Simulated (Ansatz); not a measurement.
```json
{"atom": "S", "x (Å)": "0.0250", "y (Å)": "0.0428", "z (Å)": "-0.0730"}
{"atom": "H", "x (Å)": "-0.0161", "y (Å)": "0.0144", "z (Å)": "1.2292"}
```

Basis set: 6-31G* (spherical functions). Frozen core: 5 orbitals. Charge 0, multiplicity 2.

Computed with Ansatz (development build ahead of 0.2.0); each method stands on the lowest determinant of its kind that the runs found.

(1) Give the atomization energy at this shape (free ground-state atoms in the same class of orbitals less the molecule, no zero-point energy) of doublet SH by UHF-MP2, UHF.

Results:

(1)

```tsv
method	atomization energy
UHF-MP2	2.97 eV
UHF	2.44 eV
```
